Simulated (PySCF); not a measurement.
**Lanthanum: a sound run and one with changed settings**

Sound run: La²⁺ [Xe] 5d1, La³⁺ [Xe]. Computed with PySCF 2.14 in def2-TZVP with the def2 core potential (46 electrons), with a scalar-relativistic core potential. The sound run starts from symmetry-adapted Hartree-Fock orbitals and uses a fine grid where one is needed.

Changed run: 26 angular points. This setting is unsound on purpose.

```
species  method  sound run (hartree)  changed run (hartree)  converged
   La²⁺     UHF            -30.53207              -30.53207        yes
   La²⁺  M06-2X            -30.77850              -30.77624        yes
   La²⁺    TPSS            -30.86811              -30.87828        yes
   La³⁺     UHF            -29.86549              -29.86549        yes
   La³⁺  M06-2X            -30.08466              -30.08466        yes
   La³⁺    TPSS            -30.17287              -30.17287        yes
```

Ionisation energy of La²⁺:

```csv
method,sound run (eV),changed run (eV)
UHF,18.139,18.139
M06-2X,18.880,18.819
TPSS,18.918,19.195
```

A coarse angular grid integrates products of high-l functions wrongly, so density functionals can shift, and the SCF can exploit the error; Hartree-Fock and MP2 need no grid.

For comparison, NIST gives 19.177 eV between the lowest levels.
